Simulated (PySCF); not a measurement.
Computed shifts of a molecule C₂H₆GeO₂, PBE/pcSseg-1 (PySCF), GIAO, gas phase, atoms alike by connectivity averaged where their shifts nearly agree, in ppm (number of nuclei): ¹³C: 254.6 (1), 4.3 (1). ¹H: 12.85 (1), 6.01 (1), 2.69 (1), 1.15 (3). References: ¹³C against TMS (σ = 182.0 ppm); ⁷³Ge against GeH4 (σ = 1614.4 ppm); ¹⁷O against H2O (σ = 334.3 ppm); ¹H against TMS (σ = 31.49 ppm), references at their B3LYP-D3(BJ)/def2-TZVP geometries, non-relativistic. The structure is a stationary point at PBE-D3(BJ)/def2-SVP. The values are those of a single conformer.

Task: Which molecule gave these data?
(A) [OH][Ge@H]1[CH2]C[O]1
(B) [GeH3][CH]1OCO1
(C) CC(=O)[O][GeH3]
(D) [CH3][Ge@@H]([OH])[CH]=O

Result: D, [CH3][Ge@@H]([OH])[CH]=O
